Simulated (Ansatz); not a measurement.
Consider the redistribution: `[Cl][AlH][GeH3]` + `NB(Cl)O[SiH3]` → `NB(Cl)[O][GeH3]` + `[SiH3][AlH][Cl]`.

Computed with Ansatz on PBE0-D4/def2-TZVP structures; ΔE is electronic, products minus reactants. CCSD(T)/CBS adds triple-zeta CCSD(T) − MP2 to the extrapolated MP2 energy (def2 sets, frozen cores). DFT in def2-TZVPP. For Ge outer-core shells are correlated without core-valence functions, which leaves a few kJ/mol of doubt a bond. Scalar relativity is left out up to krypton. One conformer a species, not always the lowest.

```
          species  B2PLYP energy (Eh)
`[Cl][AlH][GeH3]`         -2781.49909
  `NB(Cl)O[SiH3]`          -907.43151
`NB(Cl)[O][GeH3]`         -2694.65991
`[SiH3][AlH][Cl]`          -994.23747
```

Question: Work out ΔE.

Answer: ΔE = (-2694.65991) + (-994.23747) − (-2781.49909) − (-907.43151) = 0.03322 Eh = +87.2 kJ/mol. CCSD(T)/CBS gives +87.9 kJ/mol.

Largest T1 diagnostic among the species: 0.012.

From PBE to PBE0 (25 % exact exchange), in def2-TZVPP and without D4, ΔE moves by +4.2 kJ/mol. At CCSD(T), def2-SVP lies −16.2 kJ/mol from the extrapolated value and def2-TZVPP −5.6 kJ/mol. Leaving LDA and LC-ωPBE aside and taking each functional with its dispersion term where it has one, the values, not all of them listed here, spread over 16.0 kJ/mol, from revPBE-D4 to BHLYP-D4. LDA lies +5.6 kJ/mol from PBE without D4.
